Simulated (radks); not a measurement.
Results of a calculation; reference values are marked as such.
All-electron atom: Ga XVIII in [Ne] 3s2 3p1 6p1 (not the ground configuration).

Code: a radial shooting solver on a logarithmic mesh with Libxc functionals. Model: Dirac Kohn-Sham, PBEsol, spin-unpolarised, spherical densities, finite nucleus; open shells are shared between the two j in proportion to 2j + 1; Fermi nuclear charge, rms radius 3.9973 fm.

Energy parts (eV):
| part | energy |
|---|---|
| total | -48182.521 |
| kinetic | 49240.938 |
| electron-nucleus | -106121.615 |
| Hartree | 10136.955 |
| exchange-correlation | -1438.799 |

Orbitals (lengths in bohr, moments of r in powers of bohr):
orbital	occ.	eigenvalue (eV)	<1/r>	<r>	small-component weight
1s1/2	2	-10913.24	31.29	0.04862	1.25e-02
2s1/2	2	-1930.271	6.965	0.2150	2.47e-03
2p1/2	2	-1791.834	6.915	0.1856	2.45e-03
2p3/2	4	-1763.520	6.741	0.1890	2.41e-03
3s1/2	2	-692.4044	2.678	0.5462	8.27e-04
3p1/2	0.333333	-647.1503	2.617	0.5322	7.99e-04
3p3/2	0.666667	-641.0081	2.577	0.5375	7.90e-04
6p1/2	0.333333	-134.7528	0.5580	2.615	1.47e-04
6p3/2	0.666667	-134.1735	0.5547	2.625	1.47e-04

The highest occupied level is 6p3/2 at -134.17 eV. The density falls to 0.001 e/bohr^3 at r = 3.76 bohr. The electron density at the nucleus is 2.843e+04 e/bohr^3. Summed over all electrons, <r^2> = 9.073 bohr^2, which gives a Langevin (diamagnetic) susceptibility term of -7.19 x 10^-6 cm^3/mol.
